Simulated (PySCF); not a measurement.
hexa-1,5-dien-3-yne (C6H6), SMILES C=CC#CC=C.

Geometry optimised at PBE0-D3(BJ)/def2-SVP.

The numbers are results of TDA-PBE/def2-SVPD run with PySCF, not measurements.

Vertical excitations.  State labels are in the subgroup C2v.

```tsv
state	symmetry	energy (eV)	λ (nm)	f	main pairs
S1	A2	4.15	299	0.000	HOMO−1→LUMO 100 %
S2	B2	4.70	264	0.719	HOMO→LUMO 84 %
S3	A1	5.11	243	0.000	HOMO→LUMO+1 55 %, HOMO−2→LUMO 45 %
S4	A2	5.43	228	0.000	HOMO→LUMO+2 100 %
S5	B1	5.97	208	0.001	HOMO−1→LUMO+1 69 %, HOMO→LUMO+3 31 %
S6	B1	5.99	207	0.004	HOMO→LUMO+3 69 %, HOMO−1→LUMO+1 31 %
S7	B2	6.57	189	0.158	HOMO−3→LUMO 71 %, HOMO−2→LUMO+1 18 %
S8	B1	6.60	188	0.004	HOMO→LUMO+4 100 %
S9	A2	6.79	183	0.000	HOMO−4→LUMO 99 %
S10	A2	6.86	181	0.000	HOMO→LUMO+5 100 %
T1	B2	2.61	476	0	HOMO→LUMO 98 %
T2	A2	3.95	314	0	HOMO−1→LUMO 98 %
T3	A1	4.19	296	0	HOMO−2→LUMO 51 %, HOMO→LUMO+1 48 %
T4	A1	4.96	250	0	HOMO→LUMO+1 52 %, HOMO−2→LUMO 48 %
```
Triplets are in the Tamm–Dancoff approximation.
